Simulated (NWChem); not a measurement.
Species: tetrasilane (Si$_{4}$H$_{10}$); SMILES [SiH2]([SiH2][SiH3])[SiH3]

```xyz
14

Si    -2.2835    -0.2114    -0.9128
Si    -1.0733     0.4795     0.9791
Si     1.0733    -0.4795     0.9791
Si     2.2835     0.2114    -0.9128
H     -3.6596     0.3743    -0.9094
H     -1.5767     0.2279    -2.1560
H     -2.3937    -1.7029    -0.9288
H     -1.8145     0.0849     2.2193
H     -0.9430     1.9718     0.9662
H      0.9430    -1.9718     0.9662
H      1.8145    -0.0849     2.2193
H      2.3937     1.7029    -0.9288
H      3.6596    -0.3743    -0.9094
H      1.5767    -0.2279    -2.1560
```
Atoms are numbered in this order, from 1.

Level: PBE0/def2-SVP (NWChem), optimised geometry, unscaled harmonic frequencies. 

```
frequency (cm⁻¹)  IR intensity (km/mol)
----------------  ---------------------
32                                  0.0
76                                  0.4
87                                  0.1
109                                 0.1
123                                 2.0
311                                14.5
345                                 4.6
372                                 0.1
427                                 3.1
448                                16.8
455                                 0.0
478                                 0.6
536                                 9.8
562                                 1.6
656                               113.8
685                                11.2
696                               239.3
742                                49.3
867                               120.3
868                               294.4
898                                56.4
916                                 2.3
933                                59.1
935                                12.6
935                               100.5
939                                18.2
2206                               39.4
2209                               58.7
2216                               57.3
2218                               34.5
2220                               26.3
2222                               29.1
2231                              181.7
2232                                9.8
2234                               61.6
2234                              211.4
```

The zero-point energy is 52.4 kcal/mol, the thermal correction to the enthalpy at 298.15 K (with zero-point energy) is 59.3 kcal/mol and the heat capacity Cv is 35.5 cal/(mol K). The entropy at 298.15 K and 1 atm (symmetry number 2) comes out as 97.7 cal/(mol K) and the dipole moment comes out as 0.07 D.

Rigid rotor and harmonic oscillator; modes under 100 cm⁻¹ make the entropy uncertain.
